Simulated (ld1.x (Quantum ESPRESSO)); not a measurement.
Reading a pseudo-wave (Fe)

Columns: radius, all-electron u(r) and pseudo u(r) of the 3d shell (level -25.81 eV) of iron in the configuration [Ne] 3s2 3p6 3d6 4s0 4p0; PW91, scalar-relativistic, TM scheme, ld1.x (Quantum ESPRESSO) 7.5.

| r (bohr) | all-electron | pseudo |
| --- | --- | --- |
| 0.088 | 0.0528 | 0.0060 |
| 0.175 | 0.2258 | 0.0450 |
| 0.262 | 0.4390 | 0.1386 |
| 0.350 | 0.6318 | 0.2921 |
| 0.438 | 0.7768 | 0.4871 |
| 0.525 | 0.8712 | 0.6890 |
| 0.612 | 0.9224 | 0.8650 |
| 0.700 | 0.9396 | 0.9897 |
| 0.788 | 0.9316 | 1.0494 |
| 0.875 | 0.9070 | 1.0496 |
| 0.962 | 0.8719 | 1.0064 |
| 1.050 | 0.8300 | 0.9374 |
| 1.138 | 0.7847 | 0.8591 |
| 1.225 | 0.7386 | 0.7837 |
| 1.312 | 0.6926 | 0.7159 |
| 1.400 | 0.6469 | 0.6565 |
| 1.487 | 0.6031 | 0.6061 |
| 1.575 | 0.5607 | 0.5612 |
| 1.662 | 0.5207 | 0.5208 |
| 1.750 | 0.4825 | 0.4825 |
| 1.838 | 0.4463 | 0.4463 |
| 1.925 | 0.4128 | 0.4128 |
| 2.012 | 0.3813 | 0.3813 |
| 2.100 | 0.3515 | 0.3515 |
| 2.188 | 0.3238 | 0.3238 |
| 2.275 | 0.2983 | 0.2983 |

(1) How many radial nodes do the two functions have?

(2) At about which radius was the pseudo-wave matched?

(3) Where does each function peak?

(4) Is the pseudo-wave norm-conserving?

Answers

(1) The all-electron 3d function has n − l − 1 = 0; the pseudo-wave has 0.

(2) 1.75 bohr. The columns agree to 0.0005 from 1.66 bohr on; several derivatives are matched, so the curves merge somewhat inside the radius.

(3) Outermost all-electron maximum near 0.70 bohr, pseudo maximum near 0.88 bohr (to the table’s step).

(4) Yes: the TM scheme keeps the norm inside the radius equal to the all-electron one, which fixes the energy derivative of the logarithmic derivative at the level.
